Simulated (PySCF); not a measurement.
Ionisation energy of Cl⁺ by level of theory

Cl⁺ [Ne] 3s2 3p4 (3P) → Cl²⁺ [Ne] 3s2 3p3 (4S), as a difference of total energies. All numbers are calculated (PySCF 2.14, the spin-free X2C one-electron Hamiltonian (Gaussian nucleus), in aug-cc-pCVTZ-DK). Correlated levels: valence: [Ne] frozen; valence and next inner shell: 1s2 frozen; nothing frozen. The calculations carry no spin-orbit coupling.

| method | ionisation energy (eV) |
| --- | --- |
| UHF | 22.572 |
| LDA | 23.960 |
| PBE | 23.841 |
| PBE0 | 23.832 |
| r2SCAN | 23.797 |
| B3LYP | 23.975 |
| PW91 | 23.928 |
| wB97M-V | 23.795 |
| BLYP | 23.814 |
| MP2 (valence) | 23.364 |
| SCS-MP2 (valence) | 23.450 |
| MP2 (valence and next inner shell) | 23.388 |
| SCS-MP2 (valence and next inner shell) | 23.466 |
| MP2 (all electrons) | 23.390 |
| SCS-MP2 (all electrons) | 23.467 |

Question: How much does correlation contribute at MP2 (all electrons)?

Answer: 23.390 − (22.572) = 0.818 eV, measured against UHF.

A first-order spin-orbit estimate (lowest level to lowest level, LS coupling) adds 0.040 eV.

Errors of the correlated levels include the incompleteness of this basis and the frozen core.

For comparison: 23.814 eV (measured; NIST Atomic Spectra Database, ionization energies).
